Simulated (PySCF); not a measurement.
## Structure from NMR data

An unknown has the formula C₈H₁₁N. Its calculated NMR data are:

1H NMR (500 MHz, computed): δ 7.49 (m, 2H), 6.74 (t, 1H), 6.55 (d, 2H), 2.66 (q, 2H), 2.45 (br s, 1H), 1.38 (t, 3H).

13C{1H} NMR (computed): δ 158.5 (C), 140.9 (CH, 2C), 120.8 (CH), 115.0 (CH, 2C), 34.8 (CH2), 16.6 (CH3).

[PySCF: geometry: PBE0-D3(BJ)/def2-SVP; shielding tensors at HF/pcSseg-1 (GIAO); single conformer; relativity neglected; no solvent; averaged over atoms made equivalent by symmetry, fast rotation or ring inversion]

References, each an isolated molecule treated in the same way: 1H (σ = 31.69 ppm) and 13C (σ = 190.85 ppm) vs TMS.

Deduce the structure.

Answers


- Rings plus π bonds: 4 (1 ring in the answer).
- 6 carbon signals for 8 carbons: some carbons are equivalent by symmetry or fast rotation.
- Carbon types of the structure: 1 × C, 5 × CH, 1 × CH2, 1 × CH3, leaving 1 H on heteroatoms.
- δC 158.5: aromatic carbon bearing nitrogen; σ withdrawal by the attached heteroatom moves it downfield of the ring CH carbons.
- δC 140.9, 120.8, 115.0: aromatic CH.
- δC 34.8: sp3 CH2 bonded to N; pulled downfield by the heteroatom.
- δC 16.6: methyl carbon; a saturated carbon with 1 carbon neighbour and no heteroatom attached.
- δH 7.49, 6.74, 6.55: hydrogen on an aromatic CH.
- δH 2.66: hydrogen on an sp3 CH2 bonded to N; its carbon carries N, which withdraws density.
- δH 2.45: hydrogen on an aniline-type nitrogen; exchangeable, gas-phase position.

These data were computed for SMILES CCNc1ccccc1.

The shifts were computed for this structure.

OH and NH positions are those of a molecule without intermolecular hydrogen bonds; in solution they move with solvent, concentration and temperature, and exchange usually removes their couplings. Shifts are as computed. Against solution values, carbons near 30 ppm lie about -0 ppm off and those near 130 ppm about +7 ppm. Of 1211 compounds with measured shifts, 218 miss one by over three times the rms of a fit or turn the order of signals round; such compounds aren't used in these exercises. Multiplicities follow the n + 1 count of equivalent neighbours, as no J values were calculated; m marks all less simple cases, F and P coupling included.
